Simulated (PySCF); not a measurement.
# Induced dipoles and field energies

Compound: C₅H₃AsBN.
Atom-mapped SMILES: `[CH:1]#[C:2][C:3]#[C:4][B:5]([AsH2:6])[C:7]#[N:8]` (hydrogens: H9 on C1; H10, H11 on As6)

Geometry (GFN2-xTB, Å), atoms numbered from 1 in this order:
```xyz
11
C5H3AsBN angstrom
C      3.3878   -1.4436   -1.5099
C      2.3975   -0.9779   -0.9999
C      1.2863   -0.4553   -0.4350
C      0.2846    0.0178    0.0799
B     -0.9543    0.5653    0.6791
As    -2.5662    1.0741   -0.4287
C     -1.0113    0.8388    2.1683
N     -1.1116    1.0592    3.2927
H      4.2487   -1.8479   -1.9515
H     -3.5196    0.3090    0.4426
H     -2.4365   -0.0970   -1.3636
```

Level: wB97X-D/def2-SVPD (PySCF); nuclei fixed, core orbitals frozen in the response. Permanent dipole (1.496, -1.614, -3.856) D (1 au = 2.5417 D). Static polarisability (au):

```
x   170.32 -42.57 -27.75
y   -42.57  88.60  18.15
z   -27.75  18.15 115.56
```

Only the terms in μ and α are kept: μ(F) = μ + αF and ΔE = −μ·F − ½ F·αF.

(1) Apply 0.005 au along ±x, ±y and ±z in turn. Tabulate induced and total dipoles and both energy terms.

(2) For the field (-0.0025, -0.0010, 0.0030) au, what is the induced dipole, and what angle does it make with the field?

(3) At what field along the permanent dipole would the induced dipole along it equal the permanent one, in this linear picture?

(4) What field makes μF equal to kT at 400 K?

(5) A unit point charge sits 7 Å away. Estimate the induction energy −αe²/2R⁴ with the mean polarisability, treating the molecule as a point.

## Answers

(1) 
```json
{"field along": "+x", "induced x (D)": "2.165", "induced y (D)": "-0.541", "induced z (D)": "-0.353", "total size (D)": "5.980", "−μ·F (kJ/mol)": "-7.726", "−½F·αF (kJ/mol)": "-5.590"}
{"field along": "−x", "induced x (D)": "-2.165", "induced y (D)": "0.541", "induced z (D)": "0.353", "total size (D)": "3.724", "−μ·F (kJ/mol)": "+7.726", "−½F·αF (kJ/mol)": "-5.590"}
{"field along": "+y", "induced x (D)": "-0.541", "induced y (D)": "1.126", "induced z (D)": "0.231", "total size (D)": "3.781", "−μ·F (kJ/mol)": "+8.336", "−½F·αF (kJ/mol)": "-2.908"}
{"field along": "−y", "induced x (D)": "0.541", "induced y (D)": "-1.126", "induced z (D)": "-0.231", "total size (D)": "5.325", "−μ·F (kJ/mol)": "-8.336", "−½F·αF (kJ/mol)": "-2.908"}
{"field along": "+z", "induced x (D)": "-0.353", "induced y (D)": "0.231", "induced z (D)": "1.469", "total size (D)": "2.987", "−μ·F (kJ/mol)": "+19.915", "−½F·αF (kJ/mol)": "-3.793"}
{"field along": "−z", "induced x (D)": "0.353", "induced y (D)": "-0.231", "induced z (D)": "-1.469", "total size (D)": "5.931", "−μ·F (kJ/mol)": "-19.915", "−½F·αF (kJ/mol)": "-3.793"}
```

(2) αF = (-1.186, 0.184, 1.011) D, at 23.2° to the field. The polarisability along this direction, F·αF/F², is 140.78 au, against a mean of 124.83 au.

(3) The polarisability along the dipole is 156.35 au, so F = 1.7467 au / 156.35 au = 0.0112 au = 0.57 V/Å; higher-order terms are ignored.

(4) kT = 1.2667 × 10⁻³ Eh, so F = 0.000725 au = 3.73 MV/cm.

(5) R = 13.23 bohr, so the energy is −124.8/(2 × 13.23⁴) Eh = -5.35 kJ/mol. The charge–dipole term at its most favourable orientation, −μe/R², is -26.2 kJ/mol.

Isolated species at its GFN2-xTB geometry (one conformer only). The calculation is non-relativistic, for arsenic too.

Note: wB97X-D ran without an empirical dispersion term, which enters the total energy and its gradient alone.
